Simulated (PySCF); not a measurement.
Hg²⁺ (mercury, charge +2) across methods

[Xe] 4f14 5d9 6p1, one real determinant (an excited configuration). Calculation: PySCF 2.14, in aug-cc-pVTZ-PP with ECP60MDF (6s6p5d3f2g, 88 functions); a scalar-relativistic core potential.

| method | E (hartree) | mean ε 5d α (eV) | mean ε 5d β (eV) | mean ε 6p α (eV) | Σ⟨r²⟩ (bohr²) | ⟨S²⟩ |
| --- | --- | --- | --- | --- | --- | --- |
| PBE | -151.9363 | -33.513 | -32.648 | -17.484 | 39.44 | 2.001 |
| wB97X-V | -151.8838 | -38.010 | -37.192 | -19.959 | 39.44 | 2.000 |
| UHF | -151.08410 | -40.768 | -39.543 | -19.639 | 39.85 | 2.002 |
| M06-L | -152.0103 | -33.782 | -32.790 | -16.975 | 39.19 | 2.001 |
| LDA | -151.6460 | -33.663 | -32.791 | -17.645 | 39.52 | 2.000 |
| wB97X | -151.9418 | -38.010 | -37.190 | -19.814 | 39.37 | 2.000 |
| r2SCANh | -151.9496 | -34.770 | -33.775 | -17.922 | 39.29 | 2.001 |
| PBE0 | -151.9106 | -35.583 | -34.641 | -18.172 | 39.42 | 2.001 |

(1) Estimate the same row for r2SCAN.

⟨L²⟩ = 8.02 against 12 for a pure F term, so this real determinant mixes terms. Energies and moments cover only the electrons outside the core potential. Spin-orbit coupling, absent here, splits the open shell strongly.

Results:

(1) E (hartree) = -151.9690; mean ε 5d α (eV) = -33.994; mean ε 5d β (eV) = -33.014; mean ε 6p α (eV) = -17.654; Σ⟨r²⟩ (bohr²) = 39.27; ⟨S²⟩ = 2.001.
